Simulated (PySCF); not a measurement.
A structure optimised at PBE0-D3(BJ)/def2-SVP, used in a PySCF frequency run:

```
N
H 1 1.0181
Si 1 1.7139 2 113.87
F 3 1.6244 1 111.07 2 -87.77
Si 1 1.7468 2 115.76 3 -174.60
H 5 1.4914 1 107.17 2 177.10
H 5 1.4942 6 109.34 1 121.32
H 5 1.4946 6 109.27 7 117.91
C 3 1.8461 4 107.77 1 125.94
H 9 1.0998 3 110.79 4 177.36
H 9 1.1000 10 108.55 3 120.58
H 9 1.1005 10 108.60 11 117.28
Cl 3 2.0637 4 105.18 1 -115.25
```
Charge 0, spin multiplicity 1.

**Question.** Write its SMILES and formula.

**Answer.** C[Si@](F)(Cl)N[SiH3], CH7ClFNSi2

**Question.** What are its rotational constants (standard atomic weights)?

**Answer.** 2.7218, 1.0530, 0.97302 GHz
